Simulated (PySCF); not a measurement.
**Fe (iron, neutral) across methods**

[Ar] 3d7 4s1, 4s spin antiparallel (an excited configuration). Calculation: PySCF 2.14, in aug-cc-pVDZ-DK (7s6p4d2f, 59 functions); scalar relativity by spin-free X2C-1e.

```tsv
method	E (hartree)	mean ε 3d α (eV)	mean ε 3d β (eV)	mean ε 4s β (eV)	Σ⟨r²⟩ (bohr²)	⟨S²⟩
UHF	-1271.25121	-12.246	-8.526	-5.890	36.90	3.023
r2SCAN	-1272.542	-4.870	-2.943	-4.547	36.09	3.026
M06	-1272.531	-7.013	-4.069	-4.956	35.54	3.023
LDA	-1270.030	-4.872	-2.871	-4.552	36.02	3.019
HSE06	-1272.368	-6.137	-3.966	-4.530	35.89	3.018
PBE0	-1272.349	-6.564	-4.353	-4.856	35.97	3.017
PBE	-1272.345	-4.655	-2.891	-4.358	36.45	3.017
r2SCANh	-1272.527	-5.625	-3.522	-4.748	35.93	3.024
BHandHLYP	-1272.537	-8.413	-5.926	-5.305	35.57	3.014
```

With the s spin flipped the determinant is a mixture of two multiplicities, not a spectroscopic state.
